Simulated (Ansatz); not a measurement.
A CCSD(T) single point on CAlF2N (`N#[C][Al]([F])[F]`).

```yaml
crystal:
  periodic: [false, false, false]
  atoms:
    - {symbol: N, position_ang: [1.528495, -1.248620, 1.351812]}
    - {symbol: C, position_ang: [0.794109, -0.651908, 0.694086]}
    - {symbol: Al, position_ang: [-0.419721, 0.334391, -0.393136]}
    - {symbol: F, position_ang: [-1.703444, -0.425245, -1.042488]}
    - {symbol: F, position_ang: [-0.149640, 1.917682, -0.651773]}
basis:
  gaussian: {orbitals: def2-TZVPP}
correlation: {method: ccsd_t}
output: {orbitals: {seedname: orbitals}}
```

```sh
$ ansatz run in.yaml --threads 2 --pin off --events-out ev --progress --plain
```

Output of Ansatz, abridged:

```
Functional definition: HF
1068 factors; integrals over basis functions are off by at most 8.6e-4 eV
mean field evaluation 1: about -14510.4443 eV, gradient 4.9e1 eV
mean field evaluation 2: about -14510.6523 eV, gradient 4.9e1 eV
mean field evaluation 4: about -14514.9978 eV, gradient 4.0e0 eV
mean field evaluation 8: about -14515.0762 eV, gradient 5.8e-1 eV
mean field -14515.07726115 eV, -533.4192506745 hartree, gradient 2.4e-6 eV, S^2 0.000000; 0 other end points of the search recorded, 0 dependent functions left out
9 core orbitals not correlated: weight in the atoms' cores, before any rotation towards them, 1.000 or more for the frozen orbitals, at most 0.000 for the correlated occupied ones
reference -14515.07726115 eV, -533.4192506745 hartree; 13, 13 occupied and 144, 144 virtual orbitals, 1068 factors
second order -24.47089530 eV of doubles, -0.00000000 eV of singles
cycle   1  -23.74304671 eV  change    7.3e-1 eV  update   1.2e-1
cycle   2  -24.34210081 eV  change   -6.0e-1 eV  update   3.6e-2
cycle   3  -24.48080595 eV  change   -1.4e-1 eV  update   1.6e-2
cycle   4  -24.46850370 eV  change    1.2e-2 eV  update   4.4e-3
cycle   5  -24.46724705 eV  change    1.3e-3 eV  update   1.9e-3
cycle   6  -24.46941657 eV  change   -2.2e-3 eV  update   5.4e-4
cycle   7  -24.46951071 eV  change   -9.4e-5 eV  update   2.0e-4
cycle   8  -24.46942962 eV  change    8.1e-5 eV  update   6.2e-5
cycle   9  -24.46944686 eV  change   -1.7e-5 eV  update   2.3e-5
perturbative correction -0.93343040 eV, -0.0343029345 hartree
Total energy: -14540.48013841 eV, -534.3527891952 hartree
```

It took 25 s on 2 threads of a server CPU on a shared host, with 1.4 GiB of host memory at the peak.

MP2 recovers 96.3 % of the CCSD(T) correlation energy and the triples give 3.7 %; T1 = 0.0139.
